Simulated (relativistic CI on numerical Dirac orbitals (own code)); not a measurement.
How well does a small relativistic CI reproduce Cd³⁺?

Method of calculation: Dirac-Coulomb-Breit CI, KLI orbitals optimised for each configuration, model QED, valence Slater integrals scaled by 0.85, P86 correlation energy added to each configuration (own radial code, finite nucleus).

Configurations in the expansion (outside the closed core [Ar] 3d10 4s2): 4p⁶4d⁹, 4p⁶4d⁸5s, 4p⁶4d⁸4f, 4p⁶4d⁸5p, 4p⁶4d⁸5d, 4p⁶4d⁸6s, 4p⁶4d⁸6p, 4p⁵4d¹⁰, 4p⁶4d⁷5s5p, 4p⁶4d⁸6d, 4p⁶4d⁸5f, 4p⁶4d⁸5g, 4p⁶4d⁸6f, 4p⁶4d⁷4f5s, 4p⁶4d⁷5s², 4p⁶4d⁶4f5s², 4p⁶4d⁶5s²5p, 4p⁶4d⁶5s²5d, 4p⁶4d⁶5s²6s, 4p⁶4d⁶5s²6p. Double excitations out of closed p, d and f shells are left out; levels of such configurations are missing from the list, as are those of other unlisted configurations, and high levels can miss mixing partners.

```csv
Configuration,Term (tabulated),J,Measured (cm⁻¹),Computed,Error,Purity (%)
4p⁶4d⁹,2D,5/2,0.0,0,0,100
4p⁶4d⁹,2D,3/2,5812.0,5572,-240,100
4p⁶4d⁸5s,4F,9/2,108704.0,113056,4352,99
4p⁶4d⁸5s,4F,7/2,111734.0,116067,4333,89
4p⁶4d⁸5s,4F,5/2,114758.0,118960,4202,95
4p⁶4d⁸5s,4F,3/2,116125.0,120366,4241,89
4p⁶4d⁸5s,2F,7/2,118333.0,123048,4715,88
4p⁶4d⁸5s,2G,9/2,133860.0,138553,4693,99
4p⁶4d⁸5s,2G,7/2,134010.0,138698,4688,98
4p⁶4d⁸5p,4D°,5/2,177252.0,179201,1949,84
4p⁶4d⁸5p,4G° †,11/2,179173.0,180646,1473,98
4p⁶4d⁸5p,4G° †,7/2,179375.0,181151,1776,66
4p⁶4d⁸5p,4G°,5/2,180812.0,182744,1932,67
4p⁶4d⁸5p,4D°,3/2,180868.0,182725,1857,84
4p⁶4d⁸5p,4F°,9/2,181672.0,183211,1539,72
4p⁶4d⁸5p,4D°,1/2,182864.0,184506,1642,91
4p⁶4d⁸5p,4P°,1/2,189404.0,191184,1780,84
4p⁶4d⁸5p,2P°,1/2,194212.0,196574,2362,75
4p⁶4d⁸5p,2F°,7/2,194367.0,196406,2039,56
4p⁶4d⁸5p,2D°,5/2,196255.0,198842,2587,66
4p⁶4d⁸5p,4D°,1/2,196370.0,199124,2754,89
4p⁶4d⁸5p,2H°,9/2,196560.0,198625,2065,94
4p⁶4d⁸5p,2D°,3/2,200743.0,204712,3969,65
4p⁶4d⁸5p,2H°,11/2,201293.0,202888,1595,98
4p⁶4d⁸5p,2P°,3/2,201967.0,203544,1577,61
4p⁶4d⁸5p,2S°,1/2,202655.0,205837,3182,72
4p⁶4d⁸5p,2F°,5/2,204196.0,206032,1836,82
4p⁶4d⁸5p,4S°,3/2,204294.0,207024,2730,90
4p⁶4d⁸5p,2P°,1/2,206402.0,208819,2417,76
```

Measured levels from Moore, Atomic Energy Levels, vol. III, NSRDS-NBS 35 (1971 reprint of NBS Circular 467, 1958); pairs were made by configuration, J and term (by order where the table uses no LS term), so strongly mixed levels may be paired wrongly. The analysis dates from before 1960.

Mean error by configuration (cm⁻¹): 4p⁶4d⁹ -240; 4p⁶4d⁸5s 4461; 4p⁶4d⁸5p 2212. Over the excited levels the mean absolute error is 2741 cm⁻¹ (28 of the 42 excited levels that our extract of the source holds in range could be paired, and the others can miss by more), and the median relative error of those above 1,000 cm⁻¹ is 1.3 %. † marks terms whose computed intervals miss the measured ones by more than a factor of 2.5, or configurations far off the rest, from wrong mixing, a near crossing or a doubtful label or measurement; they are left out of the means.
